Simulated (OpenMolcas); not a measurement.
# Hf3+: moving or changing the point charges

Hf3+ among 6 point charges of -1.7 e arranged as a tetragonal octahedron (D4h), 2.19 Å from the ion, with the axial distance 2.453 Å. The active orbitals were held to one l.
```
   2.1900    0.0000    0.0000  -1.70
   0.0000    2.1900    0.0000  -1.70
  -2.1900    0.0000    0.0000  -1.70
   0.0000   -2.1900    0.0000  -1.70
   0.0000    0.0000    2.4528  -1.70
   0.0000    0.0000   -2.4528  -1.70
```

- Program: OpenMolcas 26.06
- Method: CASSCF
- Basis: ANO-RCC-VTZP [8s7p5d3f2g1h]
- Scalar Hamiltonian: DKH2, point nucleus
- Active space: 1 electron in 5 orbitals (5d)
- State averaging: 2S+1 = 2 even, 5 roots
- Spin-orbit coupling: state interaction with AMFI integrals over the reference wave functions

Runs around this geometry, states (labels of D4, the rotations of D4h). Energies in cm-1 above the lowest state or level, χT in cm3 K/mol.

| R (Å) | Axial / equatorial distance | Ground state | First state of that spin | First gap with spin-orbit (degeneracies) | χT at 300 K |
| --- | --- | --- | --- | --- | --- |
| 2.19 | 1.03 | 2E | 2B2 1001 | 600.4 (2, 2) | 0.074 |
| 2.19 | 1.12 | 2E | 2B2 3632 | 1446 (2, 2) | 0.076 |
| 2.32 | 1.12 | 2E | 2B2 3270 | 1503 (2, 2) | 0.095 |

Taking the first state of the same spin as R^-n, n = -ln(3270 / 3632) / ln(2.32 / 2.19) = 1.8 between the shortest and longest distance.

An orbital doublet at a regular site is open to a Jahn-Teller distortion, which this geometry leaves out. This is an electrostatic model: the charges have no orbitals. No measured value stands beside these numbers.
